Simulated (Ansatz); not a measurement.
Reaction (formal exchange of groups at the Se–Ga bond): `[OH][GaH][SeH]` + `[OH][AlH][OH]` → `[OH][Al]([OH])[SeH]` + `[OH][GaH2]`

Program: Ansatz. Geometries: PBE0-D4/def2-TZVP. ΔE: electronic, gas phase. CBS: MP2 limit from def2 TZ/QZ plus the TZ coupled-cluster correction, frozen cores. This one scheme is used for every species. Functionals use def2-TZVPP. For Ga, Se outer-core shells are correlated without core-valence functions, which leaves a few kJ/mol of doubt a bond. Scalar relativity is left out up to krypton. Each species was taken in one conformer, which may not be the lowest.

| species | BHLYP-D4 energy (Eh) |
| --- | --- |
| `[OH][GaH][SeH]` | -4403.46554 |
| `[OH][AlH][OH]` | -394.80442 |
| `[OH][Al]([OH])[SeH]` | -2796.40489 |
| `[OH][GaH2]` | -2001.86606 |

Question: Work out ΔE.

Answer: ΔE = (-2796.40489) + (-2001.86606) − (-4403.46554) − (-394.80442) = -0.00099 Eh = -2.6 kJ/mol. CCSD(T)/CBS gives -4.4 kJ/mol.

Largest T1 diagnostic among the species: 0.015.

At CCSD(T), def2-SVP lies +4.7 kJ/mol from the extrapolated value and def2-TZVPP +0.5 kJ/mol. Leaving LDA and LC-ωPBE aside and taking each functional with its dispersion term where it has one, the values, not all of them listed here, spread over 6.2 kJ/mol, from r2SCAN0-D4 to BLYP-D4. From BLYP to BHLYP (50 % exact exchange), in def2-TZVPP and without D4, ΔE moves by −3.4 kJ/mol.
